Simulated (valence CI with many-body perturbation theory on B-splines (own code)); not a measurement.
Level structure of I46+

Method: relativistic CI+MBPT: five valence electrons over a frozen Dirac-Fock core [He], radial functions for each j: 11 s, 11 p, 10 d, 8 f, 5 g, 2 h, with the one-electron correlation potential Σ1 (screened to all orders), the two-electron term Σ2, the three-electron term Σ3, Breit, model QED; selected single and double excitations, second order for the rest, scaled by the run's own slope (own B-spline code, finite nucleus).

The last digits are not significant, and no measured levels were compared; by estimate large intervals hold to a few tenths of a per cent, small ones and those within an open d or f shell to about a per cent. Among the levels kept, up to 7200 cm⁻¹ of a level comes from second order outside the variational space, and about a tenth of that is noise between levels of different J, which matters for small intervals.

Levels 46 to 90 of 200, with energies above the lowest level, (2s^2 2p1/2^2 2p3/2) J=3/2. "Leading %" is the weight of the configuration and term that name the level; weights of strongly mixed levels are sums over their largest components and can fall short. In the jj column 3d3/2^4 stands for four electrons in 3d with j = 3/2. Lifetimes count E1, E2, E3, M1 and M2 decay at the calculated energies, and are blank where another channel may lead or the interval is too uncertain; long ones can be off by a factor of two.

| No. | Configuration | Term | J | E (eV) | Leading % | Leading jj | Lifetime | Second component |
| --- | --- | --- | --- | --- | --- | --- | --- | --- |
| 46 | 2s2p³3s | ²P° | 3/2 | 4951.4 | 32 | 2s 2p1/2^2 2p3/2 3s (96 %) | 37.8 fs | 20 % 2s2p³3s ²D° |
| 47 | 2s²2p²3d | ²D | 3/2 | 4955.1 | 28 | 2s^2 2p1/2 2p3/2 3d3/2 (43 %) | 6.34 fs | 23 % 2s²2p²3d ⁴D |
| 48 | 2s²2p²3d | ⁴P | 5/2 | 4956.2 | 20 | 2s 2p1/2^2 2p3/2 3p1/2 (49 %) | 13.1 fs | 10 % 2s2p³3p ⁶P |
| 49 | 2s²2p²3d | ⁴P | 1/2 | 4959.7 | 36 | 2s^2 2p1/2 2p3/2 3d3/2 (96 %) | 1.90 fs | 31 % 2s²2p²3d ²P |
| 50 | 2s²2p²3d | ⁴P | 3/2 | 4962.7 | 42 | 2s^2 2p1/2 2p3/2 3d5/2 (68 %) | 2.65 fs | 34 % 2s²2p²3d ²P |
| 51 | 2s²2p²3d | ²G | 9/2 | 4964.0 | 61 | 2s^2 2p1/2 2p3/2 3d5/2 (99 %) | 48.0 ps | 39 % 2s²2p²3d ⁴F |
| 52 | 2s²2p²3d | ²F | 5/2 | 4965.3 | 32 | 2s^2 2p1/2 2p3/2 3d5/2 (66 %) | 2.98 fs | 32 % 2s²2p²3d ⁴D |
| 53 | 2s²2p²3d | ²D | 5/2 | 4976.4 | 60 | 2s^2 2p1/2 2p3/2 3d5/2 (90 %) | 1.84 fs | 19 % 2s²2p²3d ⁴P |
| 54 | 2s²2p²3d | ²F | 7/2 | 4982.6 | 64 | 2s^2 2p1/2 2p3/2 3d5/2 (94 %) | 1.84 fs | 19 % 2s²2p²3d ²G |
| 55 | 2s²2p²3d | ²D | 3/2 | 4984.8 | 60 | 2s^2 2p1/2 2p3/2 3d5/2 (98 %) | 2.71 fs | 28 % 2s²2p²3d ²P |
| 56 | 2s²2p²3d | ²P | 1/2 | 4988.2 | 62 | 2s^2 2p1/2 2p3/2 3d5/2 (98 %) | 2.41 fs | 32 % 2s²2p²3d ²S |
| 57 | 2s2p³3p | ²P | 1/2 | 5010.2 | 33 | 2s 2p1/2^2 2p3/2 3p1/2 (94 %) | 34.1 fs | 21 % 2s2p³3p ⁴D |
| 58 | 2s2p³3p | ²D | 3/2 | 5011.4 | 31 | 2s 2p1/2^2 2p3/2 3p1/2 (96 %) | 33.4 fs | 25 % 2s2p³3p ⁴F |
| 59 | 2s²2p²3s | ⁴P | 5/2 | 5029.4 | 60 | 2s^2 2p3/2^2 3s (96 %) | 93.1 fs | 37 % 2s²2p²3s ²D |
| 60 | 2s²2p²3s | ²P | 3/2 | 5035.4 | 50 | 2s^2 2p3/2^2 3s (94 %) | 15.6 fs | 35 % 2s²2p²3s ²D |
| 61 | 2s2p³3p | ⁴D | 7/2 | 5039.0 | 45 | 2s 2p1/2^2 2p3/2 3p3/2 (96 %) | 625 fs | 36 % 2s2p³3p ⁶P |
| 62 | 2s2p³3p | ⁴P | 3/2 | 5046.1 | 34 | 2s 2p1/2^2 2p3/2 3p3/2 (94 %) | 11.7 fs | 23 % 2s2p³3p ²P |
| 63 | 2s2p³3p | ⁴P | 5/2 | 5057.5 | 37 | 2s 2p1/2^2 2p3/2 3p3/2 (95 %) | 12.5 fs | 22 % 2s2p³3p ²D |
| 64 | 2s2p³3p | ⁴P | 1/2 | 5061.2 | 35 | 2s 2p1/2^2 2p3/2 3p3/2 (94 %) | 6.79 fs | 29 % 2s2p³3p ²P |
| 65 | 2s²2p²3s | ²S | 1/2 | 5071.3 | 68 | 2s^2 2p3/2^2 3s (96 %) | 27.9 fs | 18 % 2s²2p²3s ⁴P |
| 66 | 2s2p³3p | ²D | 5/2 | 5104.0 | 28 | 2s 2p1/2^2 2p3/2 3p3/2 (98 %) | 16.8 fs | 17 % 2s2p³3p ⁴P |
| 67 | 2s²2p²3p | ²P° | 3/2 | 5104.2 | 25 | 2s^2 2p3/2^2 3p1/2 (95 %) | 347 fs | 23 % 2s²2p²3p ⁴P° |
| 68 | 2s2p³3d | ⁶D° | 5/2 | 5106.4 | 16 | 2s 2p1/2^2 2p3/2 3d3/2 (61 %) | 47.4 fs | 14 % 2s2p³3d ⁴D° |
| 69 | 2s²2p²3p | ²D° | 5/2 | 5108.4 | 19 | 2s^2 2p3/2^2 3p1/2 (62 %) | 74.1 fs | 15 % 2s²2p²3p ²F° |
| 70 | 2s2p³3d | ⁶D° | 3/2 | 5110.1 | 32 | 2s 2p1/2^2 2p3/2 3d3/2 (95 %) | 15.2 fs | 19 % 2s2p³3d ⁴P° |
| 71 | 2s2p³3d | ⁶D° | 7/2 | 5111.2 | 26 | 2s 2p1/2^2 2p3/2 3d3/2 (83 %) | 402 fs | 23 % 2s2p³3d ⁴F° |
| 72 | 2s2p³3d | ⁴P° | 1/2 | 5111.5 | 43 | 2s 2p1/2^2 2p3/2 3d3/2 (96 %) | 44.1 fs | 36 % 2s2p³3d ⁶D° |
| 73 | 2s2p³3p | ²P | 3/2 | 5114.0 | 29 | 2s 2p1/2^2 2p3/2 3p3/2 (97 %) | 18.5 fs | 17 % 2s2p³3p ⁴D |
| 74 | 2s2p³3p | ⁴P | 1/2 | 5117.8 | 45 | 2s 2p1/2^2 2p3/2 3p3/2 (97 %) | 223 fs | 15 % 2s2p³3p ²S |
| 75 | 2s2p³3d | ⁴F° | 9/2 | 5128.5 | 46 | 2s 2p1/2^2 2p3/2 3d5/2 (97 %) | 35.7 ps | 36 % 2s2p³3d ⁶D° |
| 76 | 2s²2p²3p | ²P° | 1/2 | 5144.7 | 73 | 2s^2 2p3/2^2 3p1/2 (94 %) | 901 fs | 16 % 2s²2p²3p ⁴D° |
| 77 | 2s2p³3d | ⁴D° | 5/2 | 5145.4 | 33 | 2s 2p1/2^2 2p3/2 3d5/2 (95 %) | 3.84 fs | 20 % 2s2p³3d ²D° |
| 78 | 2s2p³3d | ⁴D° | 3/2 | 5147.5 | 29 | 2s 2p1/2^2 2p3/2 3d5/2 (74 %) | 8.27 fs | 14 % 2s2p³3d ²D° |
| 79 | 2s2p³3d | ⁴D° | 7/2 | 5153.7 | 41 | 2s 2p1/2^2 2p3/2 3d5/2 (82 %) | 2.12 fs | 27 % 2s2p³3d ²F° |
| 80 | 2s2p³3d | ⁴D° | 1/2 | 5164.8 | 56 | 2s 2p1/2^2 2p3/2 3d5/2 (83 %) | 3.04 fs | 22 % 2s2p³3d ²P° |
| 81 | 2s2p³3s | ⁶S° | 5/2 | 5169.1 | 36 | 2s 2p1/2 2p3/2^2 3s (76 %) | 71.7 fs | 32 % 2s2p³3s ⁴D° |
| 82 | 2s2p³3d | ²F° | 5/2 | 5171.9 | 25 | 2s 2p1/2^2 2p3/2 3d3/2 (85 %) | 59.8 fs | 23 % 2s2p³3d ⁴G° |
| 83 | 2s2p³3d | ²D° | 3/2 | 5177.1 | 39 | 2s 2p1/2^2 2p3/2 3d3/2 (75 %) | 4.38 fs | 17 % 2s2p³3d ²P° |
| 84 | 2s²2p²3p | ⁴D° | 7/2 | 5179.6 | 49 | 2s^2 2p3/2^2 3p3/2 (81 %) | 554 fs | 32 % 2s²2p²3p ²F° |
| 85 | 2s2p³3d | ²P° | 1/2 | 5180.4 | 51 | 2s 2p1/2^2 2p3/2 3d3/2 (82 %) | 13.7 fs | 15 % 2s2p³3d ⁴D° |
| 86 | 2s²2p²3p | ²D° | 5/2 | 5183.4 | 46 | 2s^2 2p3/2^2 3p3/2 (87 %) | 389 fs | 32 % 2s²2p²3p ⁴P° |
| 87 | 2s²2p²3p | ²P° | 1/2 | 5184.9 | 57 | 2s^2 2p3/2^2 3p3/2 (91 %) | 211 fs | 26 % 2s²2p²3p ²S° |
| 88 | 2s2p³3s | ⁴S° | 3/2 | 5188.1 | 44 | 2s 2p1/2 2p3/2^2 3s (94 %) | 17.8 fs | 28 % 2s2p³3s ⁴D° |
| 89 | 2s2p³3d | ²F° | 7/2 | 5197.8 | 28 | 2s 2p1/2^2 2p3/2 3d5/2 (93 %) | 11.1 fs | 16 % 2s2p³3d ⁴D° |
| 90 | 2s2p³3d | ²D° | 5/2 | 5207.7 | 31 | 2s 2p1/2^2 2p3/2 3d5/2 (95 %) | 2.10 fs | 12 % 2s2p³3d ⁴F° |
